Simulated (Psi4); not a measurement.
vinylidene fluoride (C$_{2}$H$_{2}$F$_{2}$), singlet, geometry from GFN2-xTB; HF/6-31G, TDA in Psi4 1.11.

The Psi4 input:
```
memory 2 GB

molecule {
0 1
  C     1.36724888   -0.18585056   -0.07426423
  C     0.06907234   -0.00938902   -0.00375177
  F    -0.83518219   -0.97762991    0.05171923
  F    -0.54543852    1.16529811    0.02327132
  H     2.02776128    0.65780419   -0.11557743
  H     1.77989779   -1.17538045   -0.09124144
symmetry c1
}

set basis 6-31g
set puream true
set save_jk true
set tdscf_states [5]
set tdscf_tda true
set d_convergence 1e-8

energy('td-scf')
print_variables()
```

Problem. Write the output that Psi4 gives for this input, abridged.

Solution. 
```
   => Loading Basis Set <=

    Name: 6-31G
    Role: ORBITAL
    Keyword: BASIS

         ---------------------------------------------------------
                                   SCF
               by Justin Turney, Rob Parrish, Andy Simmonett
                          and Daniel G. A. Smith
                              RHF Reference
         ---------------------------------------------------------

  ==> Geometry <==

    Molecular point group: c1
    Full point group: C1

    Geometry (in Angstrom), charge = 0, multiplicity = 1:

       Center              X                  Y                   Z               Mass
    ------------   -----------------  -----------------  -----------------  -----------------
         C            1.449933766943    -0.196803238615    -0.000000001940    12.000000000000
         C            0.149844045814    -0.020338714885    -0.000000001940    12.000000000000
         F           -0.756092808041    -0.988595976547    -0.000000001940    18.998403162730
         F           -0.465222763526     1.154368277469     0.000000004546    18.998403162730
         H            2.111718732976     0.646865776449     0.000000000213     1.007825032230
         H            1.862891676930    -1.186349860238    -0.000000003131     1.007825032230

  Running in c1 symmetry.

  Rotational constants: A =      0.36527  B =      0.34755  C =      0.17809 [cm^-1]
  Rotational constants: A =  10950.43155  B =  10419.26815  C =   5339.12429 [MHz]
  Nuclear repulsion =  117.609219644802181

  Charge       = 0
  Multiplicity = 1
  Electrons    = 32
  Nalpha       = 16
  Nbeta        = 16

  ==> Algorithm <==

  SCF Algorithm Type is DF.
  DIIS enabled.
  MOM disabled.
  Fractional occupation disabled.
  Guess Type is SAD.
  Energy threshold   = 1.00e-06
  Density threshold  = 1.00e-08
  Integral threshold = 1.00e-12

  ==> Primary Basis <==

  Basis Set: 6-31G
    Blend: 6-31G
    Number of shells: 24
    Number of basis functions: 40
    Number of Cartesian functions: 40
    Spherical Harmonics?: true
    Max angular momentum: 1

   => Loading Basis Set <=

    Name: (6-31G AUX)
    Role: JKFIT
    Keyword: DF_BASIS_SCF

  ==> Integral Setup <==

  SCF_SUBTYPE=INCORE selected. In-core MEM_DF algorithm will be used.
  Using in-core AOs.

  ==> MemDFJK: Density-Fitted J/K Matrices <==

    J tasked:                   Yes
    K tasked:                   Yes
    wK tasked:                   No
    Algorithm:                 Core
[...]
  @DF-RHF Final Energy:  -275.64824142518182
    Total Energy =                       -275.6482414251818227
[...]
     2        A->A (1 A)       0.35916         9.77313        -275.28909       0.0000          0.0000          0.0000          0.0000
     3        A->A (1 A)       0.40452         11.00752       -275.24372       0.0103          0.0028         -0.0000         -0.0000
     4        A->A (1 A)       0.43570         11.85606       -275.21254       0.0264          0.0018         -0.0000          0.0000
     5        A->A (1 A)       0.44554         12.12374       -275.20270       0.0000          0.0000         -0.0000         -0.0000

Contributing excitations
Only contributions with abs(coeff) > 1.00e-01 will be printed:

Excited State    1 (1 A):   0.34647 au   131.51 nm f = 0.6800
  Sums of squares: Xssq =  1.000000e+00
     15a  ->  21a     0.113619 ( 1.291%)
     16a  ->  17a    -0.971858 (94.451%)

Excited State    2 (1 A):   0.35916 au   126.86 nm f = 0.0000
  Sums of squares: Xssq =  1.000000e+00
     16a  ->  19a    -0.961876 (92.521%)
     16a  ->  21a     0.228582 ( 5.225%)

Excited State    3 (1 A):   0.40452 au   112.64 nm f = 0.0103
  Sums of squares: Xssq =  1.000000e+00
     14a  ->  17a    -0.124969 ( 1.562%)
     16a  ->  18a     0.957881 (91.754%)
     16a  ->  20a     0.220935 ( 4.881%)

Excited State    4 (1 A):   0.43570 au   104.57 nm f = 0.0264
  Sums of squares: Xssq =  1.000000e+00
     10a  ->  20a     0.123309 ( 1.521%)
     12a  ->  19a    -0.107446 ( 1.154%)
     16a  ->  18a     0.222596 ( 4.955%)
     16a  ->  20a    -0.938757 (88.126%)

Excited State    5 (1 A):   0.44554 au   102.27 nm f = 0.0000
  Sums of squares: Xssq =  1.000000e+00
     15a  ->  17a    -0.988490 (97.711%)

******************************************************************************************
**********                               WARNING                                **********
**********       The names of excited state variables changed between 1.5       **********
**********     and 1.6. For a quick solution, remove the symmetry specifier     **********
**********   from the variable name. For full details, see 'Notes on Psivars'   **********
**********                        in the documentation.                         **********
******************************************************************************************

  Variable Map:
  ----------------------------------------------------------------------------
[...]
  Array Variable Map:
  ----------------------------------------------------------------------------
[...]
[...]
```
